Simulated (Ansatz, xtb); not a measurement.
**Two structures of FSSeSn**

We compare X, a doublet given by its coordinates, with Y, a doublet given by its coordinates. Both are isolated molecules in the gas phase, relaxed with B3LYP-D3(BJ)/def2-SVP.

X (Å):

```xyz
4

F     0.0196   -0.9033    1.7892
S    -1.2531   -1.1355   -1.2955
Se   -0.3012    0.7893   -1.2570
Sn    0.6717    0.8596    1.2439
```

Close contacts (Å): F1–Sn4 1.96, S2–Se3 2.15, Se3–Sn4 2.68.

Y (Å):

| atom | x (Å) | y (Å) | z (Å) |
| --- | --- | --- | --- |
| F | 0.1021 | 1.4963 | -1.5409 |
| S | 2.5558 | -0.8296 | -1.1733 |
| Se | 3.1855 | 0.6107 | -2.6696 |
| Sn | 0.2519 | -0.0846 | -0.3949 |

Close contacts (Å): F1–Sn4 1.96, S2–Se3 2.17, S2–Sn4 2.54.

Problem. Which of the two would you expect CCSD(T)/def2-SVP + ΔMP2/def2-TZVPP electronic energies to favour?

Solution. Structure Y; the calculation gives E(Y) − E(X) = −19.9 kJ/mol.

Level by level:

```json
{"level": "GFN2-xTB", "geometry": "GFN2-xTB", "E(Y) − E(X) (kJ/mol)": "−13.6", "departure from the last row (kJ/mol)": "+6.3", "job, with rough time for the two": "optimisation, 0.17 s"}
{"level": "HF/STO-3G", "geometry": "GFN2-xTB", "E(Y) − E(X) (kJ/mol)": "+33.1", "departure from the last row (kJ/mol)": "+53.0", "job, with rough time for the two": "single point, 20 s"}
{"level": "r2SCAN-D4/def2-SVP", "geometry": "GFN2-xTB", "E(Y) − E(X) (kJ/mol)": "−11.5", "departure from the last row (kJ/mol)": "+8.4", "job, with rough time for the two": "single point, 8.1 s"}
{"level": "B3LYP-D3(BJ)/def2-SVP", "geometry": "B3LYP-D3(BJ)/def2-SVP", "E(Y) − E(X) (kJ/mol)": "−12.8", "departure from the last row (kJ/mol)": "+7.0", "job, with rough time for the two": "optimisation, 89 s"}
{"level": "HF/def2-SVP", "geometry": "B3LYP-D3(BJ)/def2-SVP", "E(Y) − E(X) (kJ/mol)": "−17.0", "departure from the last row (kJ/mol)": "+2.9", "job, with rough time for the two": "part of the CCSD(T) run"}
{"level": "MP2/def2-SVP", "geometry": "B3LYP-D3(BJ)/def2-SVP", "E(Y) − E(X) (kJ/mol)": "−16.1", "departure from the last row (kJ/mol)": "+3.8", "job, with rough time for the two": "part of the CCSD(T) run"}
{"level": "CCSD(T)/def2-SVP", "geometry": "B3LYP-D3(BJ)/def2-SVP", "E(Y) − E(X) (kJ/mol)": "−14.6", "departure from the last row (kJ/mol)": "+5.3", "job, with rough time for the two": "single point"}
{"level": "CCSD(T)/def2-SVP + ΔMP2/def2-TZVPP", "geometry": "B3LYP-D3(BJ)/def2-SVP", "E(Y) − E(X) (kJ/mol)": "−19.9", "departure from the last row (kJ/mol)": "", "job, with rough time for the two": "single point, 1.9 min"}
```

HF/STO-3G puts the two in the other order. The largest departure from CCSD(T)/def2-SVP + ΔMP2/def2-TZVPP is that of HF/STO-3G, 53.0 kJ/mol. The last row adds to CCSD(T) the change of the MP2 difference between the two basis sets, here −5.3 kJ/mol.

With harmonic frequencies from B3LYP-D3(BJ)/def2-SVP (ideal gas, rigid rotor, one conformer each, 1000 K, 1 atm): on the last row, ΔE + ΔZPE = −19.5 kJ/mol. A mode under 50 cm⁻¹ makes harmonic enthalpies and free energies unreliable, so none is given.

Open shells are spin-unrestricted, with notable spin contamination under HF/STO-3G. The correlated steps freeze 19 core orbitals; the filled d shell of Se and Sn is correlated, in a basis made for valence electrons. Atoms past krypton carry core potentials in the def2 sets, other sets are all-electron and non-relativistic, and no spin–orbit term is included. Run with Ansatz 0.2.0, xtb 6.7.1; the last row on 2 threads of Arm Neoverse V1 on a shared host.
